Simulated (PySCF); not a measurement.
silane (H₄Si), singlet, at a GFN2-xTB geometry. Base run: TPSS/6-31G** (PySCF).

Input for PySCF:
```python
from pyscf import gto, scf, dft

mol = gto.Mole()
mol.atom = '''
    Si   -0.00000000    0.00000000   -0.00000000
    H     0.85687118    0.83207387    0.84090169
    H    -0.85685565   -0.82713035    0.84578045
    H    -0.82961346    0.85438800   -0.84584481
    H     0.82959793   -0.85933152   -0.84083733
'''
mol.basis = '6-31g**'
mol.verbose = 4
mol.build()

mf = dft.RKS(mol)
mf.xc = 'tpss'
mf.kernel()
mf.analyze()
```

The base run was repeated with changes; each row names its change, and settings that it needs were set with it.

| change | E (Eh) | HOMO (eV) | HOMO-LUMO gap (eV) |
|---|---|---|---|
| base | -291.89181 | -8.79 | 9.77 |
| functional = x3lyp | -291.83450 | -9.67 | 11.18 |
| functional = b3lyp; dispersion = d3zero | -291.88639 | -9.63 | 11.07 |
| functional = b3lyp | -291.88542 | -9.63 | 11.07 |
| functional = lda,vwn | -290.63996 | -8.48 | 9.15 |
| functional = pw6b95 | -292.12008 | -9.94 | 11.58 |
| functional = o3lyp | -291.84617 | -9.08 | 10.30 |
| functional = hse06 | -291.74291 | -9.45 | 10.72 |
| functional = camb3lyp | -291.85912 | -11.27 | 13.94 |
| functional = m06 | -291.84718 | -9.80 | 11.33 |
| functional = pbe | -291.68991 | -8.48 | 9.28 |
| functional = blyp; dispersion = d4 | -291.84407 | -8.36 | 9.30 |
| functional = revpbe | -291.79414 | -8.48 | 9.32 |

Absolute energies of different levels of theory aren't comparable as measures of quality.
